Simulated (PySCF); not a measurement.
Stepwise substitution at one centre (Ga OH-H). Gas-phase values, no solvent. One relaxed conformer stands for each flexible species; it need not be the lowest. Strings in code marks are SMILES.

The HOMO–LUMO gap from two functionals at the same geometries (CAM-B3LYP-D3(BJ)/def2-TZVP), both in PySCF: PBE-D3(BJ)/def2-TZVP and TPSSh-D3(BJ)/def2-TZVP. 

| species | PBE-D3(BJ)/def2-TZVP (eV) |
|---|---|
| 0 of 3 OH replaced by H (`[OH][Ga]([OH])[OH]`) | 5.29 |
| 1 of 3 OH replaced by H (`[OH][GaH][OH]` (H–O–Ga–O torsion 0°, O–Ga–O–H torsion 0°)) | 5.81 |
| 2 of 3 OH replaced by H (`[OH][GaH2]`) | 5.18 |
| 3 of 3 OH replaced by H (`[GaH3]`) | 4.71 |

What does TPSSh-D3(BJ)/def2-TZVP give for each?


- 0 of 3 OH replaced by H (`[OH][Ga]([OH])[OH]`): 6.63
- 1 of 3 OH replaced by H (`[OH][GaH][OH]` (H–O–Ga–O torsion 0°, O–Ga–O–H torsion 0°)): 7.06
- 2 of 3 OH replaced by H (`[OH][GaH2]`): 6.39
- 3 of 3 OH replaced by H (`[GaH3]`): 5.93
Over these rows, drawn at random from the members with no instability flagged (it was tested for open shells, ions and some series alone), PBE minus TPSSh-D3(BJ): mean -1.25 eV, from -1.34 eV to -1.20 eV.
